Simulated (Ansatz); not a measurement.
Consider the formal exchange of groups at the Al–C bond: `N=[CH][AlH][OH]` + `CF` → `[OH][AlH][CH2]F` + `C=N`.

Isolated molecules relaxed with PBE0-D4/def2-TZVP in Ansatz; ΔE leaves out vibrations. CCSD(T)/CBS adds triple-zeta CCSD(T) − MP2 to the extrapolated MP2 energy (def2 sets, frozen cores). This one scheme is used for every species. DFT in def2-TZVPP. HSE06 is defined as in plane-wave codes. Each species was taken in one conformer, which may not be the lowest.

`N=[CH][AlH][OH]`:

Z-matrix (Å, degrees):
```
C
Al 1 1.974
N 1 1.275 2 121.7
H 1 1.099 2 123.7 3 -180.0
O 2 1.695 1 109.8 3 -0.1
H 2 1.584 1 128.2 3 179.9
H 3 1.024 1 111.0 2 0.0
H 5 0.955 2 125.4 1 180.0
```

`CF`:

```xyz
5

C    -0.037   -0.006    0.048
F     0.796    0.139   -1.038
H    -0.713   -0.845   -0.130
H    -0.613    0.912    0.183
H     0.567   -0.199    0.938
```

`[OH][AlH][CH2]F`:

```xyz
8

O     0.350    0.518   -1.870
Al    0.602   -0.288   -0.399
C    -0.730    0.134    0.998
F    -0.443   -0.577    2.170
H     0.907    0.419   -2.641
H     1.813   -1.286   -0.200
H    -1.751   -0.122    0.692
H    -0.747    1.202    1.250
```

`C=N`:

Cartesian coordinates in Å:
```
C 0.251 -0.295 0.043
N -0.391 0.700 0.474
H 0.196 -0.682 -0.982
H 0.918 -0.827 0.724
H -0.975 1.104 -0.260
```

| level | ΔE (kcal/mol) |
| --- | --- |
| PBE-D4 | 3.1 |
| BLYP-D4 | 3.1 |
| HSE06 | 3.0 |
| HF/def2-QZVPP | 3.4 |

Problem. What does CCSD(T)/CBS give? (An estimate is asked.)

Solution. Ansatz gave: +3.6 kcal/mol. The listed levels differ from it by -0.5, -0.5, -0.6, -0.2 kcal/mol.

Largest T1 diagnostic among the species: 0.013.

Leaving LDA and LC-ωPBE aside and taking each functional with its dispersion term where it has one, the values, not all of them listed here, spread over 0.8 kcal/mol, from ωB97M-V to PBE-QIDH.
